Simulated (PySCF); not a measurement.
## How methods differ on the ionisation energy of Te¹⁴⁺

Te¹⁴⁺ [Kr] 4d2 (3F) → Te¹⁵⁺ [Kr] 4d1 (2D), as a difference of total energies. Computed with PySCF 2.14 in an even-tempered Gaussian basis (20 s from 0.6 bohr⁻², ratio 2.5; 14 p from 0.78 bohr⁻², ratio 2.5; 10 d from 0.78 bohr⁻², ratio 2.5; 4 f from 3.2 bohr⁻², ratio 2.7; 4 g from 4.8 bohr⁻², ratio 2.7), with the spin-free X2C one-electron Hamiltonian (Gaussian nucleus). Correlated levels: outer shells: [Ar] 3d10 frozen; virtual orbitals above 40 to 60 times the deepest correlated orbital energy dropped. The calculations carry no spin-orbit coupling.

| method | ionisation energy (eV) |
| --- | --- |
| UHF | 327.10 |
| LDA | 328.07 |
| PBE | 328.14 |
| PBE0 | 328.24 |
| r2SCAN | 328.28 |
| MP2 (outer shells) | 327.55 |
| SCS-MP2 (outer shells) | 327.51 |

How much does correlation contribute at MP2 (outer shells)?

327.55 − (327.10) = 0.45 eV, measured against UHF.

A first-order spin-orbit estimate (lowest level to lowest level, LS coupling) adds 0.353 eV.

Breit and QED terms and the two-electron picture change are absent.

For comparison: 328 ± 3 eV (theoretical estimate listed by NIST; NIST Atomic Spectra Database, ionization energies).
